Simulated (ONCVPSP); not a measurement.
What one change does to a pseudopotential (potassium (K), ONCV)

- Element: K (Z = 19)
- Generator: ONCVPSP 4.0.1
- Type: optimised norm-conserving Vanderbilt (ONCV)
- Functional: Wu-Cohen
- Relativity: scalar-relativistic
- Frozen core: [Ne]
- Valence charge: 9
- Reference configuration: 3s2 3p6 4s1
- Partial waves: 3s+4s: rc 1.95 bohr, ncon 4, nbas 7, qcut 6.2 1/bohr, 2 projectors; 3p: rc 1.50 bohr, ncon 4, nbas 8, qcut 4.6 1/bohr, 2 projectors, debl 1.1 Ha; d scattering state at 0.33 Ha: rc 1.80 bohr, ncon 4, nbas 7, qcut 5.7 1/bohr, 2 projectors, debl 2.8 Ha; f scattering state at 0.46 Ha: rc 2.15 bohr, ncon 3, nbas 7, qcut 5.2 1/bohr, 1 projector
- Local potential: polynomial inside 1.25 bohr (lpopt 5, dvloc0 -1 Ha)
- Core correction: polynomial model core, fcfact 0.2

All-electron outer shells of the reference configuration (Wu-Cohen, scalar-relativistic, ld1.x):

```csv
shell,level (eV),outermost node (bohr),outermost maximum (bohr)
2p,-280.21,–,0.26
3s,-35.33,0.48,1.07
3p,-18.86,0.45,1.15
4s,-2.27,1.58,4.29
```

Change: all radii but the core radius scaled by about 0.87 (s 1.70, p 1.30, d 1.56, f 1.86 bohr); local potential polynomial inside 1.08 bohr (lpopt 5, dvloc0 -1 Ha).

Cutoffs: the cutoffs (Ha) at which the residual kinetic energy of the hardest occupied pseudo-wave falls to 1 and 0.1 mHa per electron; they do not see the model core or the augmentation charge, which bear on the density cutoff. Errors are all-electron minus pseudo energies relative to the spin-unpolarised reference configuration.

Question: What does the change do?

Answer: The potential gets harder (12 Ha and 24 Ha → 15 Ha and 40 Ha); of the 4 tests that both files solve, the error grows in 0 and shrinks in 1 by more than 15 % and 0.3 meV (median size 0.1 → 0.1 meV); neither file shows a bound ghost. A smaller radius makes the pseudo-wave follow the all-electron one further in, where it bends more sharply, so more plane waves are needed.

```csv
quantity,base,changed
"cutoff, loose",12 Ha,15 Ha
"cutoff, tight",24 Ha,40 Ha
loose cutoff by channel,"s 12 Ha, p 11 Ha","s 15 Ha, p 12 Ha"
bound ghosts,none,none
GHOST(+) flags under 300 eV,f at 73.7 eV,"f at 94.4 eV, s at 213.1 eV"
"error for 3s2 3p6 4s0, meV [ΔE 4.17 eV]",-0.2,-0.1
"error for 3s2 3p6 4s0.5, meV [ΔE 1.59 eV]",0.0,0.0
"error for 3s2 3p6 4s0 4p1, meV [ΔE 1.48 eV]",-0.1,0.0
"error for 3s2 3p5 4s1, meV [ΔE 24.95 eV]",+9.3,+5.9
"rms error of d²Exc/dni dnj with the model core, mHa",0.89,0.59
```

Base: The cutoffs count occupied waves only; projector 2 of the d channel, the hardest unoccupied one, needs 63 Ha at the loose tolerance. Changed file: The cutoffs count occupied waves only; projector 2 of the d channel, the hardest unoccupied one, needs 69 Ha at the loose tolerance.
